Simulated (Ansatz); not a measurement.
Consider the formal exchange of groups at the Si–Ge bond: `[NH2][GeH2][SiH2]F` + SiH₄ → `F[SiH2][SiH3]` + `[NH2][GeH3]`.

Program: Ansatz. Geometries: PBE0-D4/def2-TZVP. ΔE: electronic, gas phase. CCSD(T)/CBS adds triple-zeta CCSD(T) − MP2 to the extrapolated MP2 energy (def2 sets, frozen cores). This one scheme is used for every species. DFT in def2-TZVPP. B3LYP here is the variant with VWN-RPA as its local correlation; programs differ in this. For Ge outer-core shells are correlated without core-valence functions, which leaves a few kJ/mol of doubt a bond. Scalar relativity is left out up to krypton. Each species was taken in one conformer, which may not be the lowest.

```json
{"level": "r2SCAN-D4", "ΔE (eV)": "0.10"}
{"level": "B3LYP-D4", "ΔE (eV)": "0.14"}
{"level": "ωB97X-V", "ΔE (eV)": "0.10"}
{"level": "ωB97M-V", "ΔE (eV)": "0.14"}
{"level": "r2SCAN", "ΔE (eV)": "0.10"}
{"level": "SCS-MP2/def2-TZVPP", "ΔE (eV)": "0.15"}
{"level": "CCSD/def2-TZVPP", "ΔE (eV)": "0.12"}
{"level": "CCSD(T)/def2-TZVPP", "ΔE (eV)": "0.13"}
```

Q: What does CCSD(T)/CBS give? (Best estimate.)

A: Computed: +0.12 eV. The listed levels differ from it by -0.02, 0.02, -0.02, 0.02, -0.02, 0.03, 0.00, 0.01 eV.

Largest T1 diagnostic among the species: 0.012.
